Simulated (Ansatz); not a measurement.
Method: Ansatz (an electronic-structure program) with PBE-D3(BJ)/def2-SVP. No frequencies were computed at this level.

Ansatz 0.2 input:
```yaml
crystal:
  periodic: [false, false, false]
  atoms:
    - { symbol: Hf, position_ang: [0.018265, -0.014551, -0.138047] }
    - { symbol: Cl, position_ang: [0.271638, 1.890226, 1.204431] }
    - { symbol: Cl, position_ang: [-0.618964, -1.669681, 1.396304] }
    - { symbol: C, position_ang: [-1.642071, 0.32585, -1.607312] }
    - { symbol: H, position_ang: [-1.914949, 1.389098, -1.668519] }
    - { symbol: H, position_ang: [-2.552087, -0.214594, -1.307841] }
    - { symbol: H, position_ang: [-1.41844, 0.006434, -2.632959] }
    - { symbol: C, position_ang: [1.99634, -0.552913, -1.047015] }
    - { symbol: H, position_ang: [1.951666, -0.841431, -2.104779] }
    - { symbol: H, position_ang: [2.456231, -1.399212, -0.515692] }
    - { symbol: H, position_ang: [2.709895, 0.281099, -0.984845] }
basis:
  gaussian: { orbitals: def2-svp }
hamiltonian:
  xc: pbe
  dispersion: d3bj
relax:
  max_steps: 150
```

Output:

```
Functional definition: PBE
1368 factors; their error is unknown
mean field evaluation 1: about -28489.8213 eV, gradient 8.0e1 eV
mean field evaluation 2: about -28432.8939 eV, gradient 1.5e2 eV
mean field evaluation 4: about -28504.8535 eV, gradient 2.0e1 eV
mean field evaluation 8: about -28505.9983 eV, gradient 2.4e-1 eV
mean field evaluation 16: about -28505.9012 eV, gradient 5.4e-4 eV
mean field -28505.90122250 eV, -1047.5725479330 hartree, gradient 7.0e-6 eV, S^2 0.000000; 0 other end points of the search recorded, 0 dependent functions left out
reference -28505.90130201 eV, -1047.5725508549 hartree; 32, 32 occupied and 94, 94 virtual orbitals, 1368 factors
relax step   1: F+E_penalty+E_count = -28506.15463844 eV  Δ(F+E_penalty+E_count) = +0.000e0 eV  max|allowed force component| = 7.176e-1 eV/Å  Δτ_max = 0.0000 Å  (29 SCF iters, accepted)
these checks for a lower state are left out or cut short: starts, cluster_reference, orbital_swaps, neighbouring_geometries, increment
1368 factors; their error is unknown
mean field -28506.03315540 eV, -1047.5773963778 hartree, gradient 2.0e-5 eV, S^2 0.000000; 0 other end points of the search recorded, 0 dependent functions left out
reference -28506.03323418 eV, -1047.5773992726 hartree; 32, 32 occupied and 94, 94 virtual orbitals, 1368 factors
relax step   2: F+E_penalty+E_count = -28506.28972270 eV  Δ(F+E_penalty+E_count) = -1.351e-1 eV  max|allowed force component| = 1.213e-1 eV/Å  Δτ_max = 0.1946 Å  (33 SCF iters, accepted)
these checks for a lower state are left out or cut short: starts, cluster_reference, orbital_swaps, neighbouring_geometries, increment
1368 factors; their error is unknown
mean field evaluation 32: about -28506.0510 eV, gradient 3.6e-1 eV
mean field -28506.05118246 eV, -1047.5780588598 hartree, gradient 2.0e-5 eV, S^2 0.000000; 0 other end points of the search recorded, 0 dependent functions left out
reference -28506.05126067 eV, -1047.5780617341 hartree; 32, 32 occupied and 94, 94 virtual orbitals, 1368 factors
relax step   3: F+E_penalty+E_count = -28506.30863073 eV  Δ(F+E_penalty+E_count) = -1.891e-2 eV  max|allowed force component| = 2.249e-1 eV/Å  Δτ_max = 0.1527 Å  (35 SCF iters, accepted)
these checks for a lower state are left out or cut short: starts, cluster_reference, orbital_swaps, neighbouring_geometries, increment
1368 factors; their error is unknown
mean field -28506.05955263 eV, -1047.5783664582 hartree, gradient 1.7e-5 eV, S^2 0.000000; 0 other end points of the search recorded, 0 dependent functions left out
reference -28506.05963078 eV, -1047.5783693301 hartree; 32, 32 occupied and 94, 94 virtual orbitals, 1368 factors
relax step   4: F+E_penalty+E_count = -28506.31716946 eV  Δ(F+E_penalty+E_count) = -8.539e-3 eV  max|allowed force component| = 1.076e-1 eV/Å  Δτ_max = 0.0551 Å  (29 SCF iters, accepted)
these checks for a lower state are left out or cut short: starts, cluster_reference, orbital_swaps, neighbouring_geometries, increment
1368 factors; their error is unknown
mean field -28506.06784737 eV, -1047.5786712841 hartree, gradient 9.3e-6 eV, S^2 0.000000; 0 other end points of the search recorded, 0 dependent functions left out
reference -28506.06792605 eV, -1047.5786741754 hartree; 32, 32 occupied and 94, 94 virtual orbitals, 1368 factors
relax step   5: F+E_penalty+E_count = -28506.32540383 eV  Δ(F+E_penalty+E_count) = -8.234e-3 eV  max|allowed force component| = 1.637e-1 eV/Å  Δτ_max = 0.1210 Å  (29 SCF iters, accepted)
these checks for a lower state are left out or cut short: starts, cluster_reference, orbital_swaps, neighbouring_geometries, increment
1368 factors; their error is unknown
mean field -28506.05575923 eV, -1047.5782270533 hartree, gradient 2.2e-5 eV, S^2 0.000000; 0 other end points of the search recorded, 0 dependent functions left out
reference -28506.05583865 eV, -1047.5782299716 hartree; 32, 32 occupied and 94, 94 virtual orbitals, 1368 factors
relax step   6: F+E_penalty+E_count = -28506.31304508 eV  Δ(F+E_penalty+E_count) = +1.236e-2 eV  max|allowed force component| = 6.191e-1 eV/Å  Δτ_max = 0.1950 Å  (33 SCF iters, rejected (line search))
these checks for a lower state are left out or cut short: starts, cluster_reference, orbital_swaps, neighbouring_geometries, increment
1368 factors; their error is unknown
mean field evaluation 64: about -28506.0785 eV, gradient 2.4e-5 eV
mean field -28506.07851542 eV, -1047.5790633277 hartree, gradient 2.4e-5 eV, S^2 0.000000; 0 other end points of the search recorded, 0 dependent functions left out
reference -28506.07859474 eV, -1047.5790662427 hartree; 32, 32 occupied and 94, 94 virtual orbitals, 1368 factors
relax step   7: F+E_penalty+E_count = -28506.33587028 eV  Δ(F+E_penalty+E_count) = -1.047e-2 eV  max|allowed force component| = 5.081e-2 eV/Å  Δτ_max = 0.0975 Å  (28 SCF iters, accepted)
these checks for a lower state are left out or cut short: starts, cluster_reference, orbital_swaps, neighbouring_geometries, increment
1368 factors; their error is unknown
mean field -28506.08590562 eV, -1047.5793349127 hartree, gradient 1.0e-5 eV, S^2 0.000000; 0 other end points of the search recorded, 0 dependent functions left out
reference -28506.08598509 eV, -1047.5793378330 hartree; 32, 32 occupied and 94, 94 virtual orbitals, 1368 factors
relax step   8: F+E_penalty+E_count = -28506.34356360 eV  Δ(F+E_penalty+E_count) = -7.693e-3 eV  max|allowed force component| = 1.236e-1 eV/Å  Δτ_max = 0.0975 Å  (29 SCF iters, accepted)
these checks for a lower state are left out or cut short: starts, cluster_reference, orbital_swaps, neighbouring_geometries, increment
1368 factors; their error is unknown
mean field -28506.08625709 eV, -1047.5793478290 hartree, gradient 2.2e-5 eV, S^2 0.000000; 0 other end points of the search recorded, 0 dependent functions left out
reference -28506.08633727 eV, -1047.5793507753 hartree; 32, 32 occupied and 94, 94 virtual orbitals, 1368 factors
relax step   9: F+E_penalty+E_count = -28506.34343894 eV  Δ(F+E_penalty+E_count) = +1.247e-4 eV  max|allowed force component| = 3.454e-1 eV/Å  Δτ_max = 0.1463 Å  (28 SCF iters, rejected (line search))
these checks for a lower state are left out or cut short: starts, cluster_reference, orbital_swaps, neighbouring_geometries, increment
1368 factors; their error is unknown
mean field -28506.09337889 eV, -1047.5796095500 hartree, gradient 2.3e-5 eV, S^2 0.000000; 0 other end points of the search recorded, 0 dependent functions left out
reference -28506.09345861 eV, -1047.5796124797 hartree; 32, 32 occupied and 94, 94 virtual orbitals, 1368 factors
relax step  10: F+E_penalty+E_count = -28506.35109905 eV  Δ(F+E_penalty+E_count) = -7.535e-3 eV  max|allowed force component| = 4.199e-2 eV/Å  Δτ_max = 0.0731 Å  (28 SCF iters, accepted)
these checks for a lower state are left out or cut short: starts, cluster_reference, orbital_swaps, neighbouring_geometries, increment
1368 factors; their error is unknown
mean field -28506.09823803 eV, -1047.5797881203 hartree, gradient 2.2e-5 eV, S^2 0.000000; 0 other end points of the search recorded, 0 dependent functions left out
reference -28506.09831786 eV, -1047.5797910539 hartree; 32, 32 occupied and 94, 94 virtual orbitals, 1368 factors
relax step  11: F+E_penalty+E_count = -28506.35599126 eV  Δ(F+E_penalty+E_count) = -4.892e-3 eV  max|allowed force component| = 7.422e-2 eV/Å  Δτ_max = 0.0725 Å  (29 SCF iters, accepted)
these checks for a lower state are left out or cut short: starts, cluster_reference, orbital_swaps, neighbouring_geometries, increment
1368 factors; their error is unknown
mean field evaluation 96: about -28506.1011 eV, gradient 3.9e-1 eV
mean field -28506.10148140 eV, -1047.5799073120 hartree, gradient 1.0e-5 eV, S^2 0.000000; 0 other end points of the search recorded, 0 dependent functions left out
reference -28506.10156150 eV, -1047.5799102554 hartree; 32, 32 occupied and 94, 94 virtual orbitals, 1368 factors
relax step  12: F+E_penalty+E_count = -28506.35903884 eV  Δ(F+E_penalty+E_count) = -3.048e-3 eV  max|allowed force component| = 1.719e-1 eV/Å  Δτ_max = 0.1114 Å  (29 SCF iters, accepted)
these checks for a lower state are left out or cut short: starts, cluster_reference, orbital_swaps, neighbouring_geometries, increment
1368 factors; their error is unknown
mean field -28506.10242054 eV, -1047.5799418247 hartree, gradient 1.3e-5 eV, S^2 0.000000; 0 other end points of the search recorded, 0 dependent functions left out
reference -28506.10250050 eV, -1047.5799447630 hartree; 32, 32 occupied and 94, 94 virtual orbitals, 1368 factors
relax step  13: F+E_penalty+E_count = -28506.36030701 eV  Δ(F+E_penalty+E_count) = -1.268e-3 eV  max|allowed force component| = 1.932e-1 eV/Å  Δτ_max = 0.0968 Å  (29 SCF iters, accepted)
these checks for a lower state are left out or cut short: starts, cluster_reference, orbital_swaps, neighbouring_geometries, increment
1368 factors; their error is unknown
mean field -28506.10768268 eV, -1047.5801352048 hartree, gradient 2.2e-5 eV, S^2 0.000000; 0 other end points of the search recorded, 0 dependent functions left out
reference -28506.10776277 eV, -1047.5801381478 hartree; 32, 32 occupied and 94, 94 virtual orbitals, 1368 factors
relax step  14: F+E_penalty+E_count = -28506.36551200 eV  Δ(F+E_penalty+E_count) = -5.205e-3 eV  max|allowed force component| = 7.855e-3 eV/Å  Δτ_max = 0.0378 Å  (29 SCF iters, accepted)
these checks for a lower state are left out or cut short: starts, cluster_reference, orbital_swaps, neighbouring_geometries, increment
1368 factors; their error is unknown
mean field -28506.10794890 eV, -1047.5801449882 hartree, gradient 2.2e-5 eV, S^2 0.000000; 0 other end points of the search recorded, 0 dependent functions left out
reference -28506.10802898 eV, -1047.5801479310 hartree; 32, 32 occupied and 94, 94 virtual orbitals, 1368 factors
relax step  15: F+E_penalty+E_count = -28506.36582060 eV  Δ(F+E_penalty+E_count) = -3.086e-4 eV  max|allowed force component| = 1.243e-2 eV/Å  Δτ_max = 0.0259 Å  (28 SCF iters, accepted)
these checks for a lower state are left out or cut short: starts, cluster_reference, orbital_swaps, neighbouring_geometries, increment
1368 factors; their error is unknown
mean field evaluation 128: about -28506.1081 eV, gradient 2.2e-5 eV
mean field -28506.10810573 eV, -1047.5801507515 hartree, gradient 2.2e-5 eV, S^2 0.000000; 0 other end points of the search recorded, 0 dependent functions left out
reference -28506.10818582 eV, -1047.5801536946 hartree; 32, 32 occupied and 94, 94 virtual orbitals, 1368 factors
relax step  16: F+E_penalty+E_count = -28506.36600145 eV  Δ(F+E_penalty+E_count) = -1.808e-4 eV  max|allowed force component| = 2.320e-2 eV/Å  Δτ_max = 0.0375 Å  (29 SCF iters, accepted)
these checks for a lower state are left out or cut short: starts, cluster_reference, orbital_swaps, neighbouring_geometries, increment
1368 factors; their error is unknown
mean field -28506.10814544 eV, -1047.5801522110 hartree, gradient 2.1e-5 eV, S^2 0.000000; 0 other end points of the search recorded, 0 dependent functions left out
reference -28506.10822552 eV, -1047.5801551538 hartree; 32, 32 occupied and 94, 94 virtual orbitals, 1368 factors
relax step  17: F+E_penalty+E_count = -28506.36603579 eV  Δ(F+E_penalty+E_count) = -3.434e-5 eV  max|allowed force component| = 8.208e-3 eV/Å  Δτ_max = 0.0050 Å  (30 SCF iters, accepted)
1368 factors; their error is unknown
mean field evaluation 160: about -28506.1081 eV, gradient 1.4e-4 eV
mean field -28506.10814544 eV, -1047.5801522110 hartree, gradient 2.1e-5 eV, S^2 0.000000; 1 other end points of the search recorded, 0 dependent functions left out
reference -28506.10822552 eV, -1047.5801551538 hartree; 32, 32 occupied and 94, 94 virtual orbitals, 1368 factors
Total energy: -28506.36611587 eV, -1047.5896324492 hartree
Atom 0 at    -0.041720    -0.136592     0.056808 Å, force     0.001136     0.002073    -0.002704 eV/Å
Atom 1 at     0.205486     1.771523     1.428926 Å, force    -0.000104     0.000980     0.000232 eV/Å
Atom 2 at    -0.684749    -2.205366     1.001171 Å, force    -0.000102    -0.001841    -0.000588 eV/Å
Atom 3 at    -1.451409     0.351983    -1.549955 Å, force    -0.007050     0.001003    -0.002086 eV/Å
Atom 4 at    -1.127125     1.268825    -2.092191 Å, force    -0.002397    -0.006360     0.002953 eV/Å
Atom 5 at    -2.480430     0.533200    -1.166699 Å, force     0.008208    -0.000674    -0.003702 eV/Å
Atom 6 at    -1.508413    -0.479501    -2.288346 Å, force     0.000371     0.005550     0.004272 eV/Å
Atom 7 at     1.831089    -0.436002    -1.043480 Å, force     0.000289    -0.000323     0.002528 eV/Å
Atom 8 at     1.725255    -1.260925    -1.783442 Å, force    -0.000295     0.000144    -0.000225 eV/Å
Atom 9 at     2.678419    -0.694079    -0.370098 Å, force    -0.000237     0.000321    -0.000805 eV/Å
Atom 10 at     2.111121     0.487258    -1.598968 Å, force     0.000182    -0.000873     0.000126 eV/Å
Dipole moment:     0.058448     0.023775    -0.342223 e Å
```

Cost: very roughly 110 core-seconds.
